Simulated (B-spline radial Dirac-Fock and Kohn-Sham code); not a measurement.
# Kohn-Sham estimates against Dirac-Fock for the levels of Cl³⁺

System: chlorine as Cl³⁺, 1s2 2s2 2p6 3s2 3p2.

The density-functional columns are spherical, spin-unpolarised Dirac-Kohn-Sham results without Breit or QED terms: −ε is minus the orbital energy of the initial state and ΔSCF the difference of two total energies. The reference in the last column comes from relaxed Dirac-Fock hole states (ΔSCF) with Breit and QED corrections and a finite nucleus. All numbers are from a B-spline atomic structure program, in eV; a selection of levels is shown.

```csv
level,LDA −ε,LDA ΔSCF,PBE −ε,PBE ΔSCF,Dirac-Fock
K,2788.2,2888.3,2797.5,2898.1,2882.7
L1,296.5,317.3,297.6,318.3,329.5
L2,237.8,260.6,237.8,260.7,258.6
L3,236.1,258.8,236.1,258.9,257.0
M1,58.85,66.50,58.87,66.50,65.14
"M2,3",45.22,52.38,45.11,52.24,51.44
```

Q: Order the estimates of the K (1s) level by their distance from the Dirac-Fock value, nearest first.
A. LDA −ε
B. LDA ΔSCF
C. PBE −ε
D. PBE ΔSCF

A: B (5.7 eV), D (15.4 eV), C (85.1 eV), A (94.5 eV).

Values without a named source are computed, but for edge energies of neutral atoms, which are taken from tables.
